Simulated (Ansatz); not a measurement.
`CN1BNP1`. Charge 0, multiplicity 1.

```xyz
11

C    -0.4201   -0.2972    1.5934
N    -0.1170   -0.0045    0.2275
B    -0.0171   -0.7265   -0.9923
N     0.4383    0.3346   -1.8589
P     0.1589    1.4854   -0.6028
H    -1.2562    0.3063    1.9616
H     0.4384   -0.1215    2.2514
H    -0.7007   -1.3486    1.6835
H    -0.2829   -1.8657   -1.2324
H     0.2464    0.4872   -2.8326
H     1.5119    1.7505   -0.1983
```

(1) Give the diagnostics of a CCSD(T)/def2-TZVPP run (frozen core, the Gaussian-basis code of Ansatz). (Best estimate.)

## Answers

(1) Ansatz gave: T1 = 0.0141, largest single amplitude 0.027, largest double 0.024, (T) share of the correlation energy 4.2 %, 9 CCSD cycles. The RHF solution is stable towards an unrestricted one. T1 lies under the customary mark of 0.02 for closed shells.
